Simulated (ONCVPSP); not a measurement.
## Configuration tests for silicon (Si) (ONCV)

silicon, optimised norm-conserving Vanderbilt (ONCV), made with ONCVPSP 4.0.1 (PBEsol, non-relativistic). Core [He], reference 2s2 2p6 3s2 3p2. Waves: 2s+3s: rc 0.85 bohr, ncon 3, nbas 6, qcut 18.3 1/bohr, 2 projectors; 2p+3p: rc 1.00 bohr, ncon 4, nbas 7, qcut 16.7 1/bohr, 2 projectors. Local part: polynomial inside 0.65 bohr (lpopt 2, dvloc0 0 Ha). Core correction: polynomial model core, fcfact 0.45.

Energies are relative to the spin-unpolarised reference configuration 2s2 2p6 3s2 3p2; without spin polarisation the order of configurations can differ from experiment.

| valence configuration | charge | ΔE all-electron (eV) | error AE − PS (meV) |
| --- | --- | --- | --- |
| 2s2 2p6 3s2 3p1 | +1 | 7.724 | +0.2 |
| 2s2 2p6 3s2 3p0 | +2 | 23.699 | +2.1 |
| 2s1 2p6 3s2 3p2 | +1 | 151.978 | -257 |

(1) What are ΔE and the potential's error for 2s2 2p6 3s1 3p0?

Levels in the configuration 2s2 2p6 3s2 3p0:

```
level  all-electron (eV)  pseudo (eV)
   2s           -159.762     -159.754
   2p           -116.793     -116.736
   3s            -28.431      -28.430
```

## Answers

(1) ΔE = 57.529 eV all-electron; the error (AE − PS) is +1.6 meV.
